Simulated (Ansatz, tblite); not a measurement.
Isomers of Al3Ga2⁺ (singlet), found by a short tight-binding search and relaxed with r2SCAN-D4/def2-SVP in Ansatz.

The xTB rows come from tblite. Correlated methods freeze 33 core orbitals; core or outer-core shells of Ga are correlated, in sets that lack core-valence functions.

Run but left out: HF/STO-3G (A: restricted singlet, unstable in another Hartree–Fock run and untested here); HF/def2-TZVP, HF/def2-TZVPP (A: restricted singlet, unstable towards broken spin symmetry).

A: The restricted singlet is unstable towards broken spin symmetry in Hartree–Fock (as tested in another run); at PBE-D4/def2-SVP, PBE-D4/def2-TZVP, revPBE-D4/def2-TZVP, r2SCAN-D4/def2-TZVP and others this wasn't settled. At MP2/def2-TZVP, CCSD(T)/def2-TZVPP the restricted singlet (for correlated methods, its reference) is unstable: a solution with broken spin symmetry lies lower. At CCSD(T)/def2-TZVPP T1 of the charge 1 singlet is large (up to 0.029), so the single-reference result is doubtful. B: The restricted singlet is unstable towards broken spin symmetry in Hartree–Fock (as tested in another run); at PBE-D4/def2-SVP, PBE-D4/def2-TZVP, revPBE-D4/def2-TZVP, r2SCAN-D4/def2-TZVP and others this wasn't settled. At MP2/def2-TZVP, CCSD(T)/def2-TZVPP the restricted singlet (for correlated methods, its reference) is unstable: a solution with broken spin symmetry lies lower. At CCSD(T)/def2-TZVPP T1 of the charge 1 singlet is large (up to 0.029), so the single-reference result is doubtful. C: The restricted singlet is unstable towards broken spin symmetry in Hartree–Fock (as tested in another run); at PBE-D4/def2-SVP, PBE-D4/def2-TZVP, revPBE-D4/def2-TZVP, r2SCAN-D4/def2-TZVP and others this wasn't settled. At MP2/def2-TZVP, CCSD(T)/def2-TZVPP the restricted singlet (for correlated methods, its reference) is unstable: a solution with broken spin symmetry lies lower. At CCSD(T)/def2-TZVPP T1 of the charge 1 singlet is large (up to 0.033), so the single-reference result is doubtful.

Other spin states weren't relaxed.

A:

```xyz
5

Al    1.896    1.741    0.318
Al   -0.632    1.549    0.026
Al   -0.388   -2.351   -0.191
Ga   -2.043   -0.389   -0.284
Ga    1.167   -0.550    0.131
```

B:

| atom | x (Å) | y (Å) | z (Å) |
| --- | --- | --- | --- |
| Al1 | -0.348 | 1.958 | -1.097 |
| Al2 | 0.525 | 1.723 | 1.360 |
| Al3 | -0.131 | -2.580 | -0.194 |
| Ga4 | 0.436 | -0.673 | 1.251 |
| Ga5 | -0.482 | -0.427 | -1.320 |

C:

```xyz
5

Al    2.2061    0.2515   -0.4489
Al   -2.0768    0.9197   -0.8040
Al   -1.1932   -0.7499    0.8681
Ga    0.1141    1.4887    0.0848
Ga    0.9498   -1.9100    0.2999
```

Task: Estimate their order by electronic energy at PBE0-D4/def2-TZVP, counted from the lowest.

Result: C (0.0) < B (1.4) < A (1.6), in kcal/mol. Gaps under about 2 kJ/mol are ties within the noise of geometry and basis.

Task: Do the other levels pick the same lowest one?

Result: Not GFN1-xTB, r2SCAN-D4/def2-TZVP, MP2/def2-TZVP, MP2/def2-TZVPP, CCSD(T)/def2-TZVPP. Energies above each level's lowest (kcal/mol):

| level | A | B | C |
| --- | --- | --- | --- |
| GFN1-xTB | 2.9 | 0.0 | 6.2 |
| GFN2-xTB | 4.5 | 11.7 | 0.0 |
| PBE-D4/def2-SVP | 0.6 | 0.8 | 0.0 |
| PBE-D4/def2-TZVP | 0.6 | 0.4 | 0.0 |
| revPBE-D4/def2-TZVP | 1.2 | 0.9 | 0.0 |
| r2SCAN-D4/def2-TZVP | 0.0 | 0.1 | 0.4 |
| PBE0-D4/def2-SVP | 1.3 | 1.6 | 0.0 |
| PBE0-D4/def2-TZVP | 1.6 | 1.4 | 0.0 |
| CAM-B3LYP-D4/def2-TZVP | 3.3 | 2.4 | 0.0 |
| MP2/def2-TZVP | 1.2 | 0.0 | 4.3 |
| MP2/def2-TZVPP | 1.1 | 0.0 | 4.2 |
| CCSD/def2-TZVPP | 1.9 | 1.4 | 0.0 |
| CCSD(T)/def2-TZVPP | 0.5 | 0.0 | 0.6 |
Point groups (tolerance 0.1 Å): A Cs, B Cs, C not assigned. A and C have the same bonds, so they are conformers or stereoisomers. Lower isomers may exist.
